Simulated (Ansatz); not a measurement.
One change: `C[SiH2]BO` becomes `C[SiH2]BCl`.

Ansatz, PBE0-D4/def2-TZVP geometries, multiplicity 1. Each molecule was computed in one conformer, which needn't be the lowest.

```json
{"property": "HOMO energy (PBE0/def2-TZVPP) / eV", "`C[SiH2]BO`": "-7.58"}
{"property": "size of the dipole moment (B3LYP/def2-TZVPP) / D", "`C[SiH2]BO`": "1.77"}
{"property": "size of the dipole moment (PBE/def2-TZVPP) / D", "`C[SiH2]BO`": "1.81"}
{"property": "HOMO–LUMO gap (PBE0/def2-TZVPP) / eV", "`C[SiH2]BO`": "6.68"}
{"property": "HOMO–LUMO gap (PBE/def2-TZVPP) / eV", "`C[SiH2]BO`": "4.45"}
{"property": "LUMO energy (ωB97M-V/def2-TZVPP) / eV", "`C[SiH2]BO`": "1.05"}
```

**Question.** Give the same properties after the change, and the shifts. (Best estimate.)

**Answer.** Computed: 
```csv
property,`C[SiH2]BCl`,shift
HOMO energy (PBE0/def2-TZVPP) / eV,-7.76,-0.18
size of the dipole moment (B3LYP/def2-TZVPP) / D,0.57,-1.20
size of the dipole moment (PBE/def2-TZVPP) / D,0.64,-1.17
HOMO–LUMO gap (PBE0/def2-TZVPP) / eV,5.64,-1.04
HOMO–LUMO gap (PBE/def2-TZVPP) / eV,3.44,-1.01
LUMO energy (ωB97M-V/def2-TZVPP) / eV,-0.10,-1.15
```

With PBE0 the HOMO falls by 0.18 eV and the LUMO falls by 1.22 eV, so the gap narrows by about 1.04 eV. PBE moves the HOMO by -0.18 eV and ωB97M-V by -0.17 eV. The zero-point energy changes by -37.2 kJ/mol with -3 modes. Dipoles are sizes alone; their direction can turn.

B3LYP here is the variant with VWN-RPA as its local correlation; programs differ in this.
